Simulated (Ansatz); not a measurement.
Born–Oppenheimer molecular dynamics of Cl₂GaH₄NO (9 atoms, charge 0, multiplicity 1). It starts at the highest image of a converged band, a first-order saddle point between two minima.

Theory: RKS PBE-D4/def2-SVP (Ansatz 0.2.0).

| Item | Value |
| --- | --- |
| ensemble | NVE (velocity Verlet) |
| time step | 0.5 fs |
| steps asked | 200 |
| starting velocities drawn for | 300 K |
| seed | 9506 |

First frame:

```xyz
9
Properties=species:S:1:pos:R:3
Ga -0.076 0.213 0.113
N -0.099 0.125 2.069
H -0.803 -0.494 2.488
H 0.799 -0.035 2.543
Cl 1.849 0.110 -0.859
Cl -1.839 -0.632 -0.832
O -0.502 2.081 0.716
H -1.413 2.373 0.517
H -0.452 1.441 1.699
```

Q: How far do the bonds stretch over the last three quarters of this one trajectory? (Pairs bonded in most of those frames.)

A: 
```tsv
bond	mean (Å)	spread (Å)	shortest	longest
Ga1–N2	2.195	0.092	2.04	2.30
Ga1–Cl5	2.192	0.041	2.13	2.27
Ga1–Cl6	2.185	0.025	2.14	2.22
Ga1–O7	1.813	0.033	1.76	1.86
N2–H3	1.033	0.017	1.00	1.07
N2–H4	1.032	0.014	1.00	1.07
N2–H9	1.039	0.052	0.96	1.12
O7–H8	0.978	0.003	0.97	0.98
```

Mean temperature of the second half: 673 K. The conserved energy stayed within 0.26 meV per atom of its start (net change -0.027 meV per atom), so the integration is sound. The kinetic energy rose, since the run started high on the potential surface and went downhill. A run of 0.1 ps of so small a system gives no equilibrium averages. The orbitals stay closed-shell, which can raise the energy where a bond breaks towards radicals; this wasn't checked here.

Time of the run: 4.2 min on 4 threads of Arm Neoverse V2, on a shared host, peak memory 0.18 GiB.
